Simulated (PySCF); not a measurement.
Species: CH7FN2SSi.
Geometry (GFN2-xTB, Å), atoms numbered from 1 in this order:
```
atom  x, y, z in Å
C1     2.1262   -0.8818   -0.0742
S2     0.4385   -1.5642   -0.0396
Si3   -0.6707    0.2161    0.4154
N4    -2.3103   -0.0778    0.8310
N5    -0.3616    1.3316   -0.8467
F6    -0.0589    0.9123    1.7336
H7     2.1903   -0.1083   -0.8322
H8     2.3684   -0.4775    0.9030
H9     2.7913   -1.7044   -0.3147
H10   -2.8788   -0.6258    0.2076
H11   -2.5079   -0.3321    1.7854
H12   -0.4486    1.0326   -1.8031
H13   -0.6823    2.2799   -0.7404
```

Computed at PBE0/pcSseg-1 (PySCF, non-relativistic), with Q(33S) = −0.0678 b, Q(14N) = 0.02044 b: S2, 33S (I = 3/2): χzz = 34.31 MHz, η = 0.964; N4, 14N (I = 1): χzz = -4.327 MHz, η = 0.318.

Task: Where would the pure quadrupole (NQR) lines of 33S at S2 fall for the rigid, isolated species?

Result: From ν = (|χ|/2)√(1 + η²/3): ν = 19.63 MHz (sulfur bonded to C and Si).

Task: Where would the pure quadrupole (NQR) lines of 14N at N4 fall for the rigid, isolated species?

Result: From ν± = (3/4)|χ|(1 ± η/3) and ν0 = |χ|η/2: ν+ 3.590 MHz, ν− 2.901 MHz, ν0 0.688 MHz (silicon-bound nitrogen).

In a crystal, neighbours and librations shift these lines. GFN2-xTB bond lengths can be off by several hundredths of an ångström, more for odd bonds, and the gradients follow them. The small basis limits the accuracy of the gradients.

The run behind these numbers computed NMR shieldings as well. On an Intel Xeon Platinum 8488C with one thread, on a shared host, this took 15 s wall and 0.72 GiB of memory at its peak.

One conformer stands for the species.
